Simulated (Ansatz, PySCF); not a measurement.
Process, species as SMILES: NCCCC[SiH3] + 4 C (CH4) → 3 CC (C2H6) + CN (CH5N) [methanamine] + C[SiH3] [methylsilane]
Each molecule is optimised on its own at B3LYP-D3(BJ)/def2-TZVP (Ansatz, a quantum-chemistry and plane-wave program), one conformer each, not searched for the lowest. Frequencies are from Ansatz or PySCF.
Geometry of the first species:
SMILES: NCCCC[SiH3]
```xyz
19

N     -3.6467    -0.5573     0.1283
C     -2.4557     0.1824    -0.2935
C     -1.1919    -0.4905     0.2243
C      0.0841     0.2610    -0.1485
C      1.3582    -0.4183     0.3676
Si     2.9409     0.4953    -0.0747
H     -4.4905    -0.0925    -0.1851
H     -3.6504    -1.4845    -0.2827
H     -2.5242     1.1901     0.1263
H     -2.3764     0.3014    -1.3852
H     -1.1377    -1.5106    -0.1741
H     -1.2656    -0.5869     1.3110
H      0.0272     1.2805     0.2474
H      0.1393     0.3634    -1.2374
H      1.4248    -1.4370    -0.0287
H      1.3106    -0.5213     1.4567
H      3.0767     0.6088    -1.5487
H      4.1299    -0.2179     0.4537
H      2.9225     1.8663     0.4940
```

Wanted: bond separation energy (0 K, with B3LYP-D3(BJ) harmonic zero-point energies), in kcal/mol. Correlated levels leave the core frozen unless marked. No spin-orbit coupling. No relativistic terms. CBS(X,Y): correlation extrapolated as X^-3; Hartree-Fock from the larger set. The bracket is a focal-point correction in the basis named.

```json
[
 {"level": "SVWN5/def2-TZVPD", "program": "Ansatz", "bond separation energy (kcal/mol)": "?"},
 {"level": "r2SCANh-D4/def2-TZVPD", "program": "Ansatz + dftd4", "bond separation energy (kcal/mol)": "10.7"},
 {"level": "r2SCANh/def2-TZVPD", "program": "Ansatz", "bond separation energy (kcal/mol)": "9.9"},
 {"level": "SCS-MP2/6-31G", "program": "Ansatz", "bond separation energy (kcal/mol)": "10.8"},
 {"level": "CCSD/aug-cc-pV(D+d)Z", "program": "Ansatz", "bond separation energy (kcal/mol)": "11.0"},
 {"level": "RI-MP2/CBS(cc-pV(T+d)Z,cc-pV(Q+d)Z)+[CCSD(T)-MP2]/cc-pV(T+d)Z", "program": "Ansatz", "bond separation energy (kcal/mol)": "11.4"}
]
```

### Question
Fill in the missing entries.

### Answer

- SVWN5/def2-TZVPD, bond separation energy (kcal/mol): 11.8
